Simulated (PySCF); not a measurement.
SMILES c1ccc2sccc2c1 (C8H6S), GFN2-xTB optimised geometry.

```
15

C     -1.47    -1.43     0.00
C     -2.19    -0.24     0.00
C     -1.53     0.98     0.00
C     -0.15     0.98     0.00
S      0.90     2.37     0.00
C      2.30     1.34     0.00
C      2.00     0.03     0.00
C      0.59    -0.22     0.00
C     -0.09    -1.43     0.00
H     -2.01    -2.37     0.00
H     -3.27    -0.26     0.00
H     -2.08     1.91     0.00
H      3.27     1.80     0.00
H      2.74    -0.75     0.00
H      0.46    -2.36     0.00
```

Density from B3LYP/def2-TZVP (PySCF) at that geometry.

Minimum of the electron density along straight lines between bonded atoms, close to the bond critical point (lines longer than 1.1 times the sum of covalent radii, or with two minima, are not listed):

```tsv
bond	length / Å	ρ at the minimum / e bohr⁻³	∇²ρ there / e bohr⁻⁵	position (fraction from the first atom)
C1–C2	1.395	0.318	-0.95	0.50
C2–C3	1.379	0.326	-0.97	0.50
C3–C4	1.387	0.321	-0.96	0.49
C4–S5	1.741	0.210	-0.43	0.48
S5–C6	1.733	0.213	-0.44	0.52
C6–C7	1.348	0.343	-1.03	0.51
C4–C8	1.408	0.312	-0.90	0.51
C7–C8	1.427	0.299	-0.85	0.50
C1–C9	1.377	0.328	-0.99	0.50
C8–C9	1.396	0.317	-0.94	0.51
C1–H10	1.080	0.289	-1.04	0.64
C2–H11	1.080	0.289	-1.04	0.64
C3–H12	1.079	0.289	-1.04	0.64
C6–H13	1.073	0.293	-1.07	0.65
C7–H14	1.076	0.290	-1.04	0.65
C9–H15	1.080	0.289	-1.03	0.64
```
